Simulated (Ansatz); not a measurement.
Input for Ansatz (a quantum-chemistry and plane-wave program): R-BHLYP/def2-TZVPP on CH3N (SMILES C=N), 2S+1 = 1, a spin state set in the input, which need not be the lowest.

Ansatz 0.2 input:
```yaml
crystal:
  periodic: [false, false, false]
  atoms:
    - {symbol: C, position_ang: [-0.55740008, 0.17855308, 0.01045098]}
    - {symbol: N, position_ang: [0.60302823, -0.31992002, -0.01201016]}
    - {symbol: H, position_ang: [-1.41804796, -0.49076045, 0.02134142]}
    - {symbol: H, position_ang: [-0.77858901, 1.25082695, 0.02015765]}
    - {symbol: H, position_ang: [1.31983979, 0.40805513, -0.02013386]}
basis:
  gaussian:
    orbitals: def2-TZVPP
hamiltonian:
  xc: {name: BHLYP}
```

The head of its log:

```
WARN ansatz: RAYON_NUM_THREADS=2 ignored (pool sized by the plan → 2); use --threads N
Functional definition: BHLYP
integrals: 0.02 GiB planned
567 factors; their error is unknown
mean field: 0.24 GiB planned
mean field evaluation 1: about -2571.2753 eV, gradient 3.9e1 eV
mean field evaluation 2: about -2570.8235 eV, gradient 4.2e1 eV
```

**Question.** Predict the final total energy.

**Answer.** -94.6085 hartree.
